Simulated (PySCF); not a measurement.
## `C[Se]c1ccc(/C=C/Cl)cc1`, C9H9ClSe

Geometry (Å), atoms numbered from 1 in this order:
```xyz
20

C     3.6234   -0.4047   -0.8753
Se    2.8529   -0.3043    0.8955
C     1.0069   -0.2375    0.4593
C     0.5078   -0.2435   -0.8456
C    -0.8656   -0.1898   -1.0667
C    -1.7840   -0.1311   -0.0097
C    -3.2132   -0.0857   -0.3147
C    -4.2159   -0.1468    0.5705
Cl   -5.8728   -0.0808    0.1052
C    -1.2654   -0.1183    1.2982
C     0.0991   -0.1723    1.5291
H     3.2849   -1.3072   -1.4021
H     4.7100   -0.4630   -0.7266
H     3.3896    0.4950   -1.4604
H     1.1798   -0.2889   -1.7036
H    -1.2378   -0.1962   -2.0948
H    -3.4763   -0.0017   -1.3738
H    -4.0766   -0.2461    1.6489
H    -1.9395   -0.0576    2.1554
H     0.4693   -0.1597    2.5579
```

Level of theory: PySCF, quadratic response CAM-B3LYP/def2-SVPD first hyperpolarisability, Taylor convention, gas phase. Geometry: PBE0-D3(BJ)/def2-SVP.

The calculation is non-relativistic, which matters for the atoms heavier than Zn.

Problem. Give the tensor of the second harmonic β(−2ω;ω,ω) at 1907 nm in the axes of these coordinates.

Solution. In au, Taylor convention; rows are the first index (the induced dipole):
|  | xx | yy | zz | xy | xz | yz |
| --- | --- | --- | --- | --- | --- | --- |
| x | +1265.8 | -101.0 | -80.8 | -53.5 | +63.0 | -3.7 |
| y | -52.9 | +5.3 | +4.6 | -97.0 | -3.7 | -60.2 |
| z | +68.2 | -60.5 | -41.3 | -3.8 | -76.1 | +4.5 |

Norm of βᵢ = ⅓ Σⱼ (βᵢⱼⱼ + βⱼᵢⱼ + βⱼⱼᵢ): 1091.2 au, hyper-Rayleigh value 500.6 au.
